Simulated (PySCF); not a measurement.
**Ionisation energy of Be²⁺ by level of theory**

Be²⁺ 1s2 (1S) → Be³⁺ 1s1 (2S), as a difference of total energies. Calculation: PySCF 2.14, in x2c-TZVPall; scalar relativity by spin-free X2C-1e. Correlated levels: valence: nothing frozen. The calculations carry no spin-orbit coupling.

```
           method  ionisation energy (eV)  difference from reference (eV)
              UHF                  152.81                           -1.09
           r2SCAN                  154.02                           +0.12
           M06-2X                  154.24                           +0.34
    MP2 (valence)                  153.53                           -0.37
SCS-MP2 (valence)                  153.68                           -0.22
   CCSD (valence)                  153.62                           -0.28
```

Reference: 153.90 eV (theoretical estimate listed by NIST; NIST Atomic Spectra Database, ionization energies).

Errors of the correlated levels include the incompleteness of this basis.

With two correlated electrons CCSD is exact in that space.
